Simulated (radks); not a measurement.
Values are calculated unless marked as measured or tabulated.
How relativity changes the ionisation of the promethium ion Pm50+ ([Ne] 3s1) to Pm51+ ([Ne]). Spin-unpolarised spherical Kohn-Sham, LDA (Slater exchange, Perdew-Wang correlation), point nucleus unless stated (finite: rms radius 4.962 fm), a radial shooting solver on a logarithmic mesh with Libxc functionals. A level marked "c x" has the speed of light scaled by that factor.

level                        E(Pm50+) (hartree)  E(Pm51+) (hartree)  IE (eV)   HOMO  <r> HOMO (bohr)
non-rel.                             -7072.2828          -6915.6967   4260.9     3s           0.2448
scalar-rel.                          -7400.9477          -7236.2869   4480.6     3s           0.2324
scalar-rel., finite nucleus          -7400.3646          -7235.7126   4480.4     3s           0.2324
Dirac                                -7406.2345          -7241.5879   4480.3  3s1/2           0.2318
Dirac, finite nucleus                -7405.6489          -7241.0110   4480.0  3s1/2           0.2318
Dirac, c x 0.75                      -7724.8517          -7552.5623   4688.2  3s1/2           0.2207
Dirac, c x 1.5                       -7212.1251          -7052.1581   4352.9  3s1/2           0.2392
Dirac, c x 5                         -7084.3747          -6927.4960   4268.9  3s1/2           0.2443

NIST Atomic Spectra Database: 4476 eV (theoretical). The relativistic part of the total energy of Pm50+ is -333.4 hartree (Dirac, finite nucleus), 4.7 % of the non-relativistic value. Spin polarisation and multiplet splitting of open shells are left out at every level.

Beside tabulated values, note that relativity, absent from the non-relativistic runs, is large for the heavy elements, and spin-unpolarised runs miss the spin-polarisation part of the exchange energy of open shells.
